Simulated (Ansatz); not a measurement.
`F[Si]1(Br)CC1` and `Cl[Si]1(Br)CC1` differ in one atom or group.

Ansatz, PBE0-D4/def2-TZVP geometries, multiplicity 1. 

Scalar relativity is left out up to krypton.

```
                                          property  `F[Si]1(Br)CC1`
    size of the dipole moment (PBE/def2-TZVPP) / D             1.49
               HOMO energy (B3LYP/def2-TZVPP) / eV            -7.16
             LUMO energy (ωB97M-V/def2-TZVPP) / eV             1.78
             HOMO energy (ωB97M-V/def2-TZVPP) / eV            -9.55
                LUMO energy (PBE0/def2-TZVPP) / eV            -0.14
size of the dipole moment (ωB97M-V/def2-TZVPP) / D             1.41
```

(1) What does the change do to each property? (Best estimate.)

Answers

(1) Ansatz gave: 
```tsv
property	`Cl[Si]1(Br)CC1`	shift
size of the dipole moment (PBE/def2-TZVPP) / D	1.35	-0.14
HOMO energy (B3LYP/def2-TZVPP) / eV	-7.04	0.12
LUMO energy (ωB97M-V/def2-TZVPP) / eV	1.44	-0.34
HOMO energy (ωB97M-V/def2-TZVPP) / eV	-9.40	0.15
LUMO energy (PBE0/def2-TZVPP) / eV	-0.51	-0.37
size of the dipole moment (ωB97M-V/def2-TZVPP) / D	1.25	-0.16
```

With PBE0 the HOMO rises by 0.12 eV and the LUMO falls by 0.37 eV, so the gap narrows by about 0.49 eV. PBE moves the HOMO by 0.08 eV and ωB97M-V by 0.15 eV. Dipoles are sizes alone; their direction can turn.

B3LYP here is the variant with VWN-RPA as its local correlation; programs differ in this.

Spin–orbit coupling is left out; it splits and shifts lone-pair levels of the heavy atoms by tenths of an eV.
